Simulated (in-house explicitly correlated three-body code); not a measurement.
Values are calculated unless marked as measured or tabulated.
# Two electrons around a charge Z: errors of exchange and correlation functionals on the exact density

The exact non-relativistic ground state comes from a variational code in 260 exponentially correlated functions, the Kohn-Sham parts from inverting its density (past Z = 6 the correlation energy is taken as exact minus Hartree-Fock, equal to within microhartrees), and self-consistent runs (Hartree-Fock is restricted) from a B-spline radial code. Z may be fractional; the second electron is bound down to Z = 0.911.

Each entry is functional minus exact.

```tsv
Z	TPSS x (mEh)	TPSS c (mEh)	PW91 x (mEh)	PW91 c (mEh)	OLYP x (mEh)	OLYP c (mEh)
0.99	-12.27	+10.39	-12.29	+10.62	-14.18	+12.75
1.17	?	?	?	?	?	?
1.3	-6.81	+2.67	-2.15	+1.75	-6.13	+3.80
1.62	-5.52	+0.44	+3.16	-1.40	-3.20	+0.46
1.92	-4.97	-0.61	+7.29	-3.22	-1.32	-1.32
2.3	-4.58	-1.40	+12.09	-4.88	+0.65	-2.70
2.56	?	?	?	?	?	?
2.96	-4.23	-2.14	+20.01	-6.94	+3.65	-3.99
```

Question: What belongs in the row Z = 2.56?

Answer: TPSS x (mEh): -4.42; TPSS c (mEh): -1.75; PW91 x (mEh): +15.26; PW91 c (mEh): -5.78; OLYP x (mEh): +1.87; OLYP c (mEh): -3.33.

Question: What belongs in the row Z = 1.17?

Answer: TPSS x (mEh): -7.96; TPSS c (mEh): +4.45; PW91 x (mEh): -5.08; PW91 c (mEh): +3.98; OLYP x (mEh): -8.11; OLYP c (mEh): +6.13.

Question: How do the exchange errors scale with Z?

Answer: TPSS +3.29 % in the size of E_x at Z = 0.99 and +0.26 % at 2.96; PW91 +3.29 % in the size of E_x at Z = 0.99 and -1.23 % at 2.96; OLYP +3.80 % in the size of E_x at Z = 0.99 and -0.22 % at 2.96. Exchange scales linearly under uniform scaling of the density, so its relative error changes only with the density's shape.
